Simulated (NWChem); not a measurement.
Ionisation of C$_{3}$H$_{3}$N$_{2}$

```xyz
8

C     -0.6172     1.0365     0.0000
C     -1.1630    -0.2211     0.0000
N     -0.0537    -1.0422     0.0000
C      1.0464    -0.2475     0.0000
N      0.7080     1.0268     0.0000
H     -2.1807    -0.5994     0.0000
H     -0.0582    -2.0549     0.0000
H      2.0613    -0.6449     0.0000
```
Charge 0, spin multiplicity 2.

Program: NWChem. The geometry was optimised at UPBE0/def2-SVP, a minimum by its harmonic frequencies.

Basis set: def2-TZVP. The species with one electron less has spin multiplicity 3 and keeps the geometry of the parent. Δ marks differences of total energies (open shells unrestricted). −ε marks an orbital energy of the parent. That orbital need not have the symmetry of the hole or added electron in the Δ rows.

B3LYP has NWChem's definition, with VWN1-RPA local correlation. The structure started from a generated list of species. The unpaired electrons of the parent sit in orbitals of symmetry a' (Cs labels of the run); other states weren't searched. The stability of the SCF solutions was not checked.

### Question
For the first vertical ionisation energy, −ε(beta HOMO) of LC-wPBE (omega 0.3 per bohr) gives 8.93 eV and G0W0@PBE gives 8.53 eV. What do G0W0@B3LYP, ΔBHandHLYP, ΔLC-wPBE (omega 0.3 per bohr) give?

### Answer
G0W0@B3LYP: 8.71 eV; ΔBHandHLYP: 8.69 eV; ΔLC-wPBE (omega 0.3 per bohr): 9.03 eV.
